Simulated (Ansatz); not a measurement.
Molecule: sum formula VO$_{2}$F, charge 1, multiplicity 2. The spin state was set by rule; other spins were not relaxed. 
Geometry from a B3LYP-D3(BJ)/def2-TZVP (Ansatz, an electronic-structure program) optimisation:
```
V
O 1 1.6148
O 1 1.6148 2 96.43
F 1 1.6925 2 112.26 3 117.25
```
Charge +1, spin multiplicity 2.

Total electronic energies in hartree. Correlated levels leave the core frozen unless marked. UHF or UKS for open shells. No spin-orbit coupling. Frozen are the shells of the preceding noble gas and the d and f shells that filled before the atom's block. No relativistic terms.  The program attaches cautions to a run behind SCS-MP2/def2-SVP: large difference. The program attaches cautions to a run behind CCSD/STO-3G: large difference. The program attaches cautions to a run behind CCSD/6-31G: large difference. The program attaches cautions to a run behind CCSD(T)/6-31G: large difference.

The UHF reference is spin-contaminated (<S^2> 0.87 over the pure value in the largest basis). The T1 diagnostic of CCSD in the largest basis is 0.093, which is high, so the coupled-cluster rows are less sure than usual.

```
level                               program  energy (Eh)
---------------------------  --------------  -----------
HF/def2-QZVPPD                       Ansatz  -1191.81077
RI-HF/def2-TZVPPD                    Ansatz  -1191.78402
r2SCAN-D3(BJ)/def2-TZVPD     Ansatz + dftd3  -1193.98724
B97M-V/def2-TZVPD                    Ansatz  -1193.78929
HSE06-D3(BJ)/def2-TZVPD      Ansatz + dftd3  -1193.60012
CAM-B3LYP-D4/def2-TZVPD      Ansatz + dftd4  -1194.04017
B2GP-PLYP-D3(BJ)/def2-TZVPD  Ansatz + dftd3  -1193.52576
B2GP-PLYP-D4/def2-TZVPD      Ansatz + dftd4  -1193.52451
RI-MP2/def2-TZVPP                    Ansatz  -1192.57915
SCS-MP2/def2-SVP                     Ansatz  -1191.89312
CCSD/STO-3G                          Ansatz  -1179.06308
CCSD/6-31G                           Ansatz  -1192.03308
CCSD/def2-TZVPP                      Ansatz  -1192.66679
CCSD(T)/6-31G                        Ansatz  -1192.07074
```

Totals of different functionals don't rank their quality; only differences between species are comparable.
